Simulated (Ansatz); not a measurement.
Geometry optimisation, Ansatz, RKS PBE-D4/def2-SVP.

Input file:

```yaml
crystal:
  periodic: [false, false, false]
  atoms:
    - { symbol: Al, position_ang: [-0.608017, -0.075071, 0.333886] }
    - { symbol: H, position_ang: [1.785275, 1.380687, 0.650829] }
    - { symbol: C, position_ang: [-0.167374, -0.18534, -1.557897] }
    - { symbol: O, position_ang: [-1.78236, 1.100779, 0.782945] }
    - { symbol: H, position_ang: [1.64649, 0.793406, 1.026807] }
    - { symbol: Se, position_ang: [0.347027, -1.511806, 1.993271] }
    - { symbol: H, position_ang: [0.853538, -0.584514, -1.722373] }
    - { symbol: H, position_ang: [-0.224672, 0.825939, -2.012281] }
    - { symbol: H, position_ang: [-0.878107, -0.838485, -2.106235] }
    - { symbol: H, position_ang: [-2.135737, 1.258759, 1.672993] }
    - { symbol: H, position_ang: [1.163836, -2.164254, 0.938056] }
basis:
  gaussian: { orbitals: def2-SVP }
hamiltonian:
  xc: pbe
  dispersion: d4
relax:
  f_tol: 0.03
  max_steps: 50
output:
  orbitals: {}
```

Command:

```bash
$ ansatz run input.yaml --threads 2 --pin off --max-ram 3072MiB --backend cpu --events-out ev --progress --plain --runs-dir out
```

Question: Where does it end, and by what steps?

Answer: It converged. After 8 steps the energy has fallen by 0.125 eV; H2 moved furthest, 0.40 Å.

```tsv
step	energy less start (eV)	largest force component (eV/Å)	accepted
0	0.0000	2.148	yes
1	-0.1107	0.327	yes
2	-0.1141	0.198	yes
3	-0.0732	0.409	no
4	-0.1184	0.167	yes
5	-0.1223	0.056	yes
6	-0.1240	0.062	yes
7	-0.1249	0.062	yes
8	-0.1254	0.029	yes
```

```xyz
11
Properties=species:S:1:pos:R:3
Al -0.527 -0.082 0.368
H 1.483 1.562 0.463
C -0.086 -0.186 -1.529
O -1.643 1.135 0.858
H 1.642 0.975 0.943
Se 0.191 -1.647 1.971
H 0.927 -0.599 -1.713
H -0.143 0.822 -1.988
H -0.813 -0.834 -2.062
H -2.019 1.220 1.748
H 0.988 -2.365 0.942
```

The run took 25 s on 2 threads of Arm Neoverse V2 (shared host), peak memory 0.15 GiB.
